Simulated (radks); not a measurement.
Task: Isoelectronic series with 31 electrons, each ion in its NIST ground configuration. Calculated with a radial shooting solver on a logarithmic mesh with Libxc functionals: Dirac Kohn-Sham, PBEsol, spin-unpolarised, spherical densities, point nucleus; open shells fill j = l - 1/2 first. Total energies (hartree) and orbital eigenvalues (hartree) (* marks an orbital that is empty in some or all of the ions):

ion,configuration,E (hartree),4p3/2*,4p1/2,4s1/2,3d5/2,3d3/2
Ga,[Ar] 3d10 4s2 4p1,-1942.54270,-0.09177,-0.09610,-0.32757,-0.69464,-0.71162
Ge+,[Ar] 3d10 4s2 4p1,-2097.12538,-0.40921,-0.41828,-0.72914,-1.39701,-1.41855
As2+,[Ar] 3d10 4s2 4p1,-2258.34169,-0.82743,-0.84232,-1.22857,-2.26219,-2.28908
Se3+,[Ar] 3d10 4s2 4p1,-2426.18079,-1.33031,-1.35225,-1.81177,-3.26950,-3.30261
Br4+,[Ar] 3d10 4s2 4p1,-2600.64566,-1.91087,-1.94120,-2.47276,-4.40923,-4.44952
Kr5+,[Ar] 3d10 4s2 4p1,-2781.74695,-2.56520,-2.60538,-3.20821,-5.67567,-5.72419
Rb6+,[Ar] 3d10 4s2 4p1,-2969.50035,-3.29080,-3.34244,-4.01604,-7.06511,-7.12300
Sr7+,[Ar] 3d10 4s2 4p1,-3163.92519,-4.08600,-4.15084,-4.89493,-8.57496,-8.64346
Zr9+,[Ar] 3d10 4s2 4p1,-3572.88059,-5.88070,-5.97781,-6.86253,-11.94892,-12.04280
Mo11+,[Ar] 3d10 4s2 4p1,-4008.81829,-7.94299,-8.08127,-9.10680,-15.78742,-15.91295
Tc12+,[Ar] 3d10 4s2 4p1,-4236.97826,-9.07327,-9.23595,-10.33210,-17.87884,-18.02284
Ru13+,[Ar] 3d10 4s2 4p1,-4471.97460,-10.26922,-10.45907,-11.62606,-20.08426,-20.24865
Rh14+,[Ar] 3d10 4s2 4p1,-4713.84113,-11.53060,-11.75063,-12.98870,-22.40322,-22.59007
Pd15+,[Ar] 3d10 4s2 4p1,-4962.61326,-12.85724,-13.11065,-14.42010,-24.83535,-25.04683
Ag16+,[Ar] 3d10 4s2 4p1,-5218.32801,-14.24899,-14.53921,-15.92035,-27.38031,-27.61877
Cd17+,[Ar] 3d10 4s2 4p1,-5481.02402,-15.70577,-16.03646,-17.48964,-30.03785,-30.30575
In18+,[Ar] 3d10 4s2 4p1,-5750.74154,-17.22749,-17.60256,-19.12816,-32.80772,-33.10769
Sn19+,[Ar] 3d10 4s2 4p1,-6027.52245,-18.81411,-19.23773,-20.83613,-35.68974,-36.02454
Sb20+,[Ar] 3d10 4s2 4p1,-6311.41033,-20.46561,-20.94219,-22.61383,-38.68374,-39.05628
Te21+,[Ar] 3d10 4s2 4p1,-6602.45042,-22.18198,-22.71623,-24.46153,-41.78956,-42.20294

Estimate the row of Nb10+ ([Ar] 3d10 4s2 4p1).

Result: E (hartree) -3787.46255; 4p3/2* -6.87867; 4p1/2 -6.99516; 4s1/2 -7.95023; 3d5/2 -13.81055; 3d3/2 -13.91941.
